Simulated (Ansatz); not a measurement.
`[NH2][Al]([F])[TeH]` + PH₃ → `[NH2][Al]([F])[PH2]` + H₂Te at 600 K and 1 bar (ligand exchange at the Al–Te bond).

Calculated with Ansatz (gas phase, PBE0-D4/def2-TZVP geometries, no zero-point term in ΔE). CCSD(T)/CBS is the MP2 limit (def2-TZVPP, def2-QZVPP) plus CCSD(T) − MP2 in def2-TZVPP, frozen cores. This one scheme is used for every species. def2 core potentials past Kr. For Te outer-core shells are correlated without core-valence functions, which leaves a few kJ/mol of doubt a bond. One conformer a species, not always the lowest.

| species | CCSD(T)/CBS energy (Eh) | H − E (kJ/mol) | S (J/(mol·K)) |
| --- | --- | --- | --- |
| `[NH2][Al]([F])[TeH]` | -666.20158 | 147.4 | 433.0 |
| PH₃ | -342.72256 | 86.3 | 240.2 |
| `[NH2][Al]([F])[PH2]` | -739.98837 | 176.9 | 424.4 |
| H₂Te | -268.91024 | 52.9 | 255.0 |

H − E and S are ideal-gas, rigid-rotor, harmonic terms from PBE0-D4/def2-TZVP, for one conformer and one mirror image of each species. 1 Eh = 2625.50 kJ/mol, R = 8.31446 J/(mol·K).

Q: By hand: ΔE, ΔH, ΔS and ΔG.

A: ΔE = (-739.98837) + (-268.91024) − (-666.20158) − (-342.72256) = 0.02553 Eh = 67.0 kJ/mol. Δ(H − E) = 176.9 + 52.9 − 147.4 − 86.3 = -3.9, so ΔH = 63.1 kJ/mol. ΔS = 424.4 + 255.0 − 433.0 − 240.2 = 6.2 J/(mol·K). ΔG = 63.1 − 600 × (6.2)/1000 = 59.4 kJ/mol.

Q: By hand: the equilibrium constant, and the temperature at which ΔG would vanish if ΔH and ΔS stayed fixed.

A: log₁₀ K = −ΔG/(RT ln 10) = -5.2. ΔG = 0 at ΔH/ΔS = 10177 K, far beyond where these terms or the molecules hold.

The number of gas molecules stays the same, so ΔS is small and ΔH decides. A doubt of 5 kJ/mol in ΔE shifts log₁₀ K by 0.4 here. Other conformers and mirror images would add mixing entropy, several J/(mol·K) or more a flexible species. These are equilibria of isolated gas molecules and say nothing of rates. Largest T1 diagnostic: 0.013 (customary marks: 0.02 for closed shells, 0.045 for open ones).
